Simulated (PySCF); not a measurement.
A structure optimised at PBE0-D3(BJ)/def2-TZVP, used in a PySCF frequency run:

```xyz
6

Al     0.0000     0.0000    -0.7243
C      0.0000     0.0000     1.1745
H      0.8901    -0.5139     1.5504
H     -0.8901    -0.5139     1.5504
H      0.0000     1.0279     1.5504
H      0.0000     0.0000    -2.2821
```
Charge +1, spin multiplicity 1.

Problem. Write its SMILES, formula and point group.

Solution. [CH3][AlH+], CH4Al, C3v

Problem. What are its rotational constants (standard atomic weights)?

Solution. 158.19, 11.326, 11.326 GHz
